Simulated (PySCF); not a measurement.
Structure with atom numbers: `[O:1]=[N:2][c:3]1[cH:4][cH:5][cH:6][cH:7][cH:8]1`. Each H is labelled by its parent atom.

Geometry: PBE0-D3(BJ)/def2-TZVP; GIAO shifts from PySCF, gas phase, non-relativistic, averaged over equivalent atoms.

At B97-2/pcSseg-2 (358 basis functions, 60 s wall time on 1 thread of an Arm Neoverse V1, shared host):
| atoms | δ (ppm) |
| --- | --- |
| O1 | 1879.0 |
| N2 | 1090.9 |
| C3 | 165.8 |
| C6 | 142.8 |
| C5/C7 | 135.5 |
| C4/C8 | 126.6 |
| H(C4)/H(C8) | 8.17 |
| H(C5)/H(C7) | 7.94 |
| H(C6) | 7.92 |

δ = σ(ref) − σ, references computed at the same level: ¹⁷O (σref 327.66) vs H2O; NH3 for ¹⁵N (σref 261.75); ¹³C (σref 185.38) and ¹H (σref 31.64) against TMS.

What do these become at KT3/pcSseg-2?

Answers


```
      atoms  δ at KT3/pcSseg-2  change
         O1             1515.7  -363.3
         N2              888.8  -202.1
         C3              152.2   -13.6
         C6              134.1    -8.7
      C5/C7              127.8    -7.7
      C4/C8              118.7    -7.9
H(C4)/H(C8)               7.83   -0.34
H(C5)/H(C7)               7.72   -0.22
      H(C6)               7.64   -0.28
```

Scale: ¹⁷O (σref 325.30) against H2O; NH3 for ¹⁵N (σref 261.05); TMS for ¹³C (σref 183.24) and ¹H (σref 31.63) (reference shieldings calculated alike).

The largest change is at O1 (oxygen bonded to N). Cost: 358 basis functions, 93 s wall time on 1 thread of an Arm Neoverse V1, shared host. The order of the carbon signals is the same at both levels.

The carbons averaged at δ 126.6 differ by 49 ppm in this conformer. Unscaled 17O shifts of doubly bonded oxygen tend to come out too high, by tens of ppm or more. Experimental scales use liquid or dissolved standards, which lie at an offset from isolated NH3 (liquid NH3: subtract about 20 ppm) and H2O (liquid H2O: subtract about 36 ppm). Unscaled 15N shifts of sp2 nitrogen come out 20 to 40 ppm too high even then.
